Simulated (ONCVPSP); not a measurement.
**Transferability test, ONCV potential for Pm**

ONCVPSP 4.0.1 input, shortened (lines: element, Z, core and valence counts, functional; n l f; lmax; l rc ep ncon nbas qcut; lloc lpopt rc5 dvloc0; l nproj debl; icmod fcfact rcfact), LDA (Perdew-Wang 92), scalar-relativistic:

```
  Pm 61.00   10    4  -001012      upf
    1    0    2.00
    2    0    2.00
    2    1    6.00
    3    0    2.00
    3    1    6.00
    3    2   10.00
    4    0    2.00
    4    1    6.00
    4    2   10.00
    4    3    4.00
    5    0    2.00
    5    1    6.00
    5    2    1.00
    6    0    1.50
    2
    0    2.35    0.00    4    9    4.70
    1    2.15    0.00    3    6    6.30
    2    3.80    0.00    4    9    3.40
    4    5    2.10    2.00
    0    3    3.30
    1    1    2.00
    2    1    0.80
    1    0.50    0.00
```

Energies are relative to the spin-unpolarised reference configuration 5s2 5p6 5d1 6s1.5; without spin polarisation the order of configurations can differ from experiment.

| valence configuration | charge | ΔE all-electron (eV) | error AE − PS (meV) |
| --- | --- | --- | --- |
| 5s2 5p6 5d1 6s0 | +2 | 15.785 | -28 |
| 5s2 5p6 5d1 6s0 6p1 | +1 | 7.334 | +30 |

Question: What are ΔE and the potential's error for 5s2 5p6 5d1 6s1?

Answer: ΔE = 3.916 eV all-electron; the error (AE − PS) is -2.4 meV.

Question: What are ΔE and the potential's error for 5s2 5p6 5d1 6s2?

Answer: ΔE = -2.644 eV all-electron; the error (AE − PS) is -0.2 meV.
